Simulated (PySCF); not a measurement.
# One molecule, several mistakes: AlBGeH5O

All numbers below are calculated, not measured. The program is PySCF 2.14.0, an open-source quantum chemistry code, run on an isolated molecule that a program drew, which may never have been made. The molecule is AlBGeH5O (charge 0, doublet), drawn as the SMILES string `[OH][AlH][BH][GeH2]`.

Each row is a Hartree-Fock (HF) and frozen-core CCSD(T) single point in the cc-pV(D+d)Z basis, meant for a local HF minimum. Run 1 is clean. Each other run has one planted mistake out of seven kinds, and not every kind appears here: one electron removed, one electron added, multiplicity raised by two, geometry at a saddle point, minimal basis STO-3G, one bond length entered in bohr, all coordinates scaled. The reference is restricted for singlets and unrestricted otherwise, and also for a bond in bohr. Adding or removing an electron swaps singlet and doublet. Electrons count all cores. HOMO and LUMO are orbital energies over both spins, the gradient is its largest component, and the lowest frequency (negative if imaginary) is given only where the gradient is small. Bond lengths are over the 8 bonds as drawn. T1 is the CCSD diagnostic: over 0.02 (restricted) or 0.045 (unrestricted) a single reference is doubtful. Germanium has the cc-pVDZ-PP basis, with a core potential (ECP10MDF) in place of its 10 inner electrons, and its 3s, 3p and 3d shells are frozen in CCSD(T).

Geometry of the clean run:
```xyz
9
AlBGeH5O, angstrom
O     0.4257    0.7270    2.2269
Al   -1.0195    1.1898    1.4676
B    -1.7426   -0.0364   -0.1182
Ge   -1.1006    0.0874   -2.0049
H     0.8649    1.1552    2.9428
H    -1.7387    2.5066    1.9847
H    -2.5953   -0.8680    0.0447
H    -0.0301    1.0668   -2.4890
H    -1.6111   -0.7501   -3.1774
```

| run | electrons | basis functions | <S^2> | HOMO (eV) | LUMO (eV) | gradient (hartree/bohr) | lowest frequency (cm^-1) | mean bond (Å) | longest bond (Å) | T1 | HF (hartree) | CCSD(T) (hartree) | mistake |
|---|---|---|---|---|---|---|---|---|---|---|---|---|---|
| 1 | 63 | 99 | 0.760 | -8.07 | 0.30 | 2.3e-05 | 29 | 1.5769 | 2.131 | 0.0180 | -637.75425 | -638.22997 | no fault |
| 2 | 63 | 99 | 0.761 | -8.01 | 0.31 | 2.0e-02 | - | 1.6178 | 2.186 | 0.0195 | -637.74931 | -638.22822 | all coordinates scaled |
| 3 | 62 | 99 | 0.000 | -15.00 | -6.67 | 4.4e-02 | - | 1.5769 | 2.131 | 0.0147 | -637.48431 | -637.93892 | one electron removed |
| 4 | 63 | 99 | 3.779 | -5.75 | -1.20 | 3.6e-02 | - | 1.5769 | 2.131 | 0.0202 | -637.63453 | -638.09691 | multiplicity raised by two |
| 5 | 64 | 99 | 0.000 | -1.14 | 6.02 | 3.8e-02 | - | 1.5769 | 2.131 | 0.0204 | -637.76755 | -638.28650 | one electron added |
| 6 | 63 | 99 | 1.620 | -7.99 | 0.07 | 7.6e-03 | - | 1.7470 | 2.890 | 0.0463 | -637.64882 | -638.11788 | ? |

**Which mistake was planted in run 6, and what did it cost?**

The mean bond changes by a factor of 1.108 and the longest by 1.356, so the molecule wasn't scaled as a whole. A length L in bohr read as angstrom grows by (1/0.5292 - 1) L = 0.890 L. The 8 bonds together grew by 8 x 0.1701 = 1.361 Å, which gives L = 1.529 Å. That is the length of one of the Ge-H bonds, 1.530 Å in the clean geometry. So the mistake is: one bond length entered in bohr. Subtracting run 1 and multiplying by 627.51 kcal/mol a hartree, the energy moved by 66.2 kcal/mol in HF and 70.3 kcal/mol in CCSD(T).

Cautions from the logs. Run 5: T1 is over the limit, so its CCSD(T) energy is less reliable; run 6: T1 is over the limit, so its CCSD(T) energy is less reliable.
